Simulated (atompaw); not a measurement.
## Cutoff test, B (Z = 5), PAW (atompaw)

B, PAW, made with atompaw 4.2.0.5 (PBE, non-relativistic). Core [He], reference 2s2 2p1. Waves: 2s (bound): rc 1.55 bohr; 2s channel at 0.9 Ry: rc 3.00 bohr; 2p (bound): rc 3.00 bohr; 2p channel at 0.2 Ry: rc 3.00 bohr; 3d channel at -0.2 Ry: rc 3.00 bohr. Local part: vpsmatchnc scheme with l = 3 at 0.5 Ry, radius 2.95 bohr. Core correction: smooth core density matched at 1.95 bohr. Augmentation charge: besselshape compensation charge, radius 2.40 bohr; PAW radius 3.00 bohr; waves and projectors: modrrkj vanderbiltortho.

The pseudo-atom Hamiltonian at the reference potential is diagonalised in spherical Bessel functions j_l(qr) that vanish at 20 bohr, with q² up to the cutoff. All-electron valence levels (Ry): 2s -0.6937, 2p -0.2652.

Problem. How do the lowest levels (Ry) of each channel move with the cutoff, and are there ghosts?

Solution.

```
cutoff (Ry)     s #1     s #2     p #1    d #1    d #2    f #1  Σ f·Δε (mRy)
          8  -0.6903  -0.0122  -0.2650  0.0661  0.1602  0.1129           7.1
         10  -0.6914  -0.0123  -0.2651  0.0661  0.1602  0.1129           4.8
         12  -0.6925  -0.0123  -0.2652  0.0661  0.1602  0.1129           2.5
         15  -0.6932  -0.0123  -0.2652  0.0661  0.1602  0.1129           1.1
         18  -0.6936  -0.0123  -0.2652  0.0661  0.1602  0.1129           0.2
         21  -0.6937  -0.0123  -0.2652  0.0661  0.1602  0.1129           0.1
         25  -0.6937  -0.0123  -0.2652  0.0661  0.1602  0.1129           0.1
        400  -0.6937  -0.0123  -0.2652  0.0661  0.1602  0.1129           0.0
```

Result: no extra level below or beside the all-electron valence levels (s, p, d, f tested); 10 mRy is reached at 6 Ry and 1 mRy at 18 Ry.
